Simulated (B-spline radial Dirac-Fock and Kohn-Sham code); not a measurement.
# X-ray form factors of gadolinium in several charge states

Model: relativistic Hartree-Fock (Dirac-Fock) wave functions, averaged over the configuration. Program: a B-spline atomic structure program.

Configurations: Gd¹⁰⁺ [Kr] 4d10 4f5 5s2 5p1; Gd¹³⁺ [Kr] 4d10 4f5; Gd¹⁴⁺ [Kr] 4d10 4f2 5s2. The first column is f₀ of Gd¹⁰⁺, the others are differences from it.

```csv
s (Å⁻¹),Gd¹⁰⁺,Δ Gd¹³⁺,Δ Gd¹⁴⁺
0,54.000,-3.000,-4.000
0.1,52.801,-2.621,-3.662
0.2,49.556,-1.698,-2.815
0.3,45.097,-0.697,-1.830
0.4,40.293,+0.004,-1.015
0.5,35.729,+0.293,-0.478
0.7,28.208,+0.141,-0.025
0.9,22.902,-0.083,+0.084
1.1,19.372,-0.092,+0.089
1.4,16.094,-0.004,+0.055
```

Values without a named source are computed, but for edge energies of neutral atoms, which are taken from tables.
